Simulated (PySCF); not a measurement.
Run record: geometry optimisation, H8In2N2.

Computed with PBE0-D3(BJ)/def2-SVP geometry optimisation, gas phase, def2 core potentials past Kr (PySCF 2.14.0). Start geometry: GFN2-xTB. A driver script takes a list of jobs; this job's settings line and coordinates (Å) are shown.

Input:
```
{"job": {"xc": "PBE0", "basis": "def2-SVP", "d3": "d3bj", "grid": 1, "maxiter": 30, "shake": 0.03, "kind": "geom"}, "charge": 0, "multiplicity": 1}
In    -1.478160    -0.218900    -0.525040
H     -2.295700     1.273620    -1.046190
H     -2.251490    -1.702860    -0.548770
N     -0.409340     0.231580     1.386920
In     1.530190     0.126940     0.504880
H      2.273560    -1.263040     1.034990
H      2.212320     1.697210     0.518280
N      0.554940    -0.212030    -1.412260
H     -0.750770     1.131600     1.892450
H     -0.695200    -0.496670     2.133340
H      0.665010     0.470410    -2.081710
H      0.760110    -1.120600    -1.805910
```

Output:
```
step   0  E = -494.37894254  max force = 0.061617
step   1  E = -494.39429955  max force = 0.009757
step   2  E = -494.39590440  max force = 0.004347
step   3  E = -494.39661940  max force = 0.001819
step   4  E = -494.39668892  max force = 0.001676
step   5  E = -494.39673034  max force = 0.000557
step   6  E = -494.39673955  max force = 0.000484
step   7  E = -494.39674964  max force = 0.000571
step   8  E = -494.39675278  max force = 0.000356
optimisation converged
```

Energies in Eh; «max force» is the largest Cartesian gradient component in Eh/bohr.

Problem. Give the first gradient maximum in eV/Å.

Solution. With 1 Eh/bohr = 51.422 eV/Å, 3.168 eV/Å.

Problem. How much energy does the optimisation release, in kJ/mol?

Solution. E(step 0) − E(last step) = 0.017810 Eh, which is 46.8 kJ/mol.

Main results: final energy -494.39675 Eh after 8 steps; dipole 0.02 D.

Hardware: one thread of an Intel Xeon Platinum 8488C (shared host). Cost: 66 s, 0.46 GiB resident at most.
Labels such as C1 count atoms from 1, the log's own numbers from 0.
